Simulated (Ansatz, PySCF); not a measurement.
Species: 1,1,1-trifluoroethane, C2H3F3 (charge 0, singlet). SMILES: CC(F)(F)F
Coordinates optimised at B3LYP-D3(BJ)/def2-TZVP (Ansatz, a program for electronic structure):
```xyz
8

C     -1.4757    -0.0186     0.0562
C      0.0246     0.0003    -0.0009
F      0.5756    -0.1412     1.2237
F      0.5104    -0.9973    -0.7704
F      0.4930     1.1584    -0.5135
H     -1.8076    -0.9670     0.4743
H     -1.8219     0.7996     0.6848
H     -1.8753     0.0980    -0.9493
```

Harmonic wavenumbers (cm⁻¹) at HF/3-21G (Ansatz, at its own minimum) and at B3LYP-D3(BJ)/def2-TZVP (PySCF, at the structure above). Modes are numbered in rising order, 18 in all, and paired by that order; shown are modes over 250 cm⁻¹ that lie over 6 % from every other mode at both levels, one of each degenerate set, at most eight drawn at random. The second level is harmonic too, so this factor is not the one that brings values to measured fundamentals.

| mode | HF/3-21G (x) | B3LYP-D3(BJ)/def2-TZVP (y) |
|---|---|---|
| 2 | 374 | 363 |
| 4 | 560 | 535 |
| 7 | 874 | 827 |
| 8 | 1123 | 968 |

**Question.** Fit one scale factor, y = λ·x, by least squares, and use it for mode 6, which lies at 611 cm⁻¹ at HF/3-21G.

**Answer.** λ = Σxy/Σx² = 2245224/2478481 = 0.9059; the rows scatter about it by 35 cm⁻¹ (root mean square). Prediction for mode 6: 554 cm⁻¹. The wavenumber at B3LYP-D3(BJ)/def2-TZVP is 596 cm⁻¹, so the fit misses by -42 cm⁻¹, against +15 cm⁻¹ without it. The fit is meant for this molecule alone.
